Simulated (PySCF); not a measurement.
A side-by-side comparison of computed properties.

First species: C3H7FO2Si.
Numbering: `[CH3:1][O:2]/[C:3](=[CH:4]\[F:5])[O:6][SiH3:7]` (hydrogens: H8, H9, H10 on C1; H11 on C4; H12, H13, H14 on Si7)

Second species: C4H9ClOSi2.
Z-matrix (Å and degrees, GFN2-xTB geometry), rows numbered from 1:
```
C 
C   1  1.3217
Si  2  1.9044  1  137.11
O   3  1.6657  2   85.92  1   176.98
Si  4  1.6739  3  102.27  2     1.88
C   5  1.8906  2  120.57  1    69.55
C   5  1.9084  2  115.28  1   -68.57
Cl  7  1.7788  5  109.07  2    83.67
H   1  1.0806  2  122.28  3  -179.07
H   1  1.0809  2  121.98  3     0.69
H   3  1.4545  2  117.37  1    67.87
H   3  1.4547  2  115.75  1   -74.13
H   6  1.0843  5  110.63  2   -84.79
H   6  1.0861  5  110.74  2   155.59
H   6  1.0849  5  111.39  2    35.53
H   7  1.0872  5  112.83  2   -34.74
H   7  1.0872  5  112.58  2  -158.15
```

Levels: wB97X-D/def2-SVPD for dipole moment, HOMO energy, LUMO energy, HOMO–LUMO gap, static isotropic polarisability and electronic spatial extent ⟨r²⟩ about the centre of nuclear charge; TDDFT wB97X-D/def2-SVPD for lowest singlet excitation; TDA wB97X-D/def2-SVPD for lowest triplet excitation (Tamm–Dancoff); GFN2-xTB for rotational constant A and rotational constant C. Geometries: GFN2-xTB. Each structure is a single optimised conformer of the isolated species, non-relativistic unless stated. Electronic properties by PySCF.

The conformers computed, where there is a choice (atom-mapped SMILES and torsion angles):
- `[CH3:1][O:2]/[C:3](=[CH:4]\[F:5])[O:6][SiH3:7]`: C1–O2–C3–C4 0°, O2–C3–O6–Si7 0°
- `[CH2:1]=[C:2]1[SiH2:3][O:4][Si@@:5]1([CH3:6])[CH2:7][Cl:8]`: O4–Si5–C7–Cl8 178°

Values for the first species:

```
Dipole moment                                                     : 1.59 D
HOMO energy                                                       : -8.13 eV
LUMO energy                                                       : 1.95 eV
HOMO–LUMO gap                                                     : 10.08 eV
Lowest singlet excitation                                         : 5.88 eV
Lowest triplet excitation (Tamm–Dancoff)                          : 4.52 eV
Static isotropic polarisability                                   : 71.5 au
Electronic spatial extent ⟨r²⟩ about the centre of nuclear charge : 1083 bohr²
Rotational constant A                                             : 4.277 GHz
Rotational constant C                                             : 1.030 GHz
```

(1) Estimate the same properties for the second species, and the change in each.

## Answers

(1) 
```json
{"property": "dipole moment", "first": "1.59 D", "second": "1.23 D", "second less first": "-0.36 D"}
{"property": "HOMO energy", "first": "-8.13 eV", "second": "-9.40 eV", "second less first": "-1.27 eV"}
{"property": "LUMO energy", "first": "1.95 eV", "second": "0.83 eV", "second less first": "-1.12 eV"}
{"property": "HOMO–LUMO gap", "first": "10.08 eV", "second": "10.23 eV", "second less first": "+0.15 eV"}
{"property": "lowest singlet excitation", "first": "5.88 eV", "second": "5.11 eV", "second less first": "-0.77 eV"}
{"property": "lowest triplet excitation (Tamm–Dancoff)", "first": "4.52 eV", "second": "4.19 eV", "second less first": "-0.33 eV"}
{"property": "static isotropic polarisability", "first": "71.5 au", "second": "110.6 au", "second less first": "+39.1 au"}
{"property": "electronic spatial extent ⟨r²⟩ about the centre of nuclear charge", "first": "1083 bohr²", "second": "1761 bohr²", "second less first": "+678 bohr²"}
{"property": "rotational constant A", "first": "4.277 GHz", "second": "1.893 GHz", "second less first": "-2.384 GHz"}
{"property": "rotational constant C", "first": "1.030 GHz", "second": "0.697 GHz", "second less first": "-0.333 GHz"}
```

On the first: The vertical singlet–triplet gap S1 − T1 is 1.36 eV (TDDFT singlet less Tamm–Dancoff triplet). The dipole matches unit charges of opposite sign 0.33 Å apart (1 e·Å = 4.8032 D).

On the second: No computed singlet falls in the visible range (750 to 380 nm, 1.65 to 3.26 eV); S1 lies 1.85 eV above its blue end. S1 lies 5.12 eV below the HOMO–LUMO gap; its leading configuration is HOMO→LUMO, weight 0.85.
